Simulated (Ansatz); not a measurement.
Cl2FSn, SMILES `[F][Sn]([Cl])[Cl]` radical, 4 atoms. The species carries charge 0 and has multiplicity 2. Correlated methods include outer-core shells of Sn, which these sets cover unevenly. Sn: def2 effective core potential. All runs use 4 threads of a server CPU on a shared host. Correlated methods freeze the cores. Open-shell runs search over several starts.

(1) How many basis functions does each run have, and how long does it take in Ansatz? UKS PBE0-D4/def2-TZVP frequencies; UKS PBE0-D4/def2-QZVPP energy; direct RPA on PBE orbitals/def2-TZVPP energy; UHF-CCSD(T)/def2-TZVPP energy; UKS PBE0-D4/def2-SVP energy; UKS ωB97M-V/def2-QZVPP energy; UHF-MP2/def2-QZVPP energy; UHF-CCSD(T)/def2-SVP energy; UKS SPW92/def2-TZVPP energy; UKS r2SCANh-D4/def2-TZVPP energy; UKS BLYP-D4/def2-TZVPP energy; UKS ωB97M-V/def2-SVP energy. (Best estimate.)

## Answers

(1) The calculation gave: Other jobs shared the machine, so times are rough.

```json
{"level": "UKS PBE0-D4/def2-SVP", "job": "energy", "functions": "76", "wall time": "1.8 s", "peak host memory (GiB)": "0.23"}
{"level": "UKS BLYP-D4/def2-TZVPP", "job": "energy", "functions": "165", "wall time": "2.3 s", "peak host memory (GiB)": "0.27"}
{"level": "UKS SPW92/def2-TZVPP", "job": "energy", "functions": "165", "wall time": "3.4 s", "peak host memory (GiB)": "0.38"}
{"level": "UHF-CCSD(T)/def2-SVP", "job": "energy", "functions": "76", "wall time": "4.9 s", "peak host memory (GiB)": "0.37"}
{"level": "direct RPA on PBE orbitals/def2-TZVPP", "job": "energy", "functions": "165", "wall time": "5 s", "peak host memory (GiB)": "0.48"}
{"level": "UKS r2SCANh-D4/def2-TZVPP", "job": "energy", "functions": "165", "wall time": "5.5 s", "peak host memory (GiB)": "0.64"}
{"level": "UKS ωB97M-V/def2-SVP", "job": "energy", "functions": "76", "wall time": "6 s", "peak host memory (GiB)": "0.41"}
{"level": "UKS PBE0-D4/def2-QZVPP", "job": "energy", "functions": "279", "wall time": "9 s", "peak host memory (GiB)": "1.1"}
{"level": "UHF-MP2/def2-QZVPP", "job": "energy", "functions": "279", "wall time": "12 s", "peak host memory (GiB)": "1.1"}
{"level": "UKS ωB97M-V/def2-QZVPP", "job": "energy", "functions": "279", "wall time": "18 s", "peak host memory (GiB)": "1.4"}
{"level": "UKS PBE0-D4/def2-TZVP", "job": "frequencies", "functions": "155", "wall time": "40 s", "peak host memory (GiB)": "0.57"}
{"level": "UHF-CCSD(T)/def2-TZVPP", "job": "energy", "functions": "165", "wall time": "49 s", "peak host memory (GiB)": "2.4"}
```
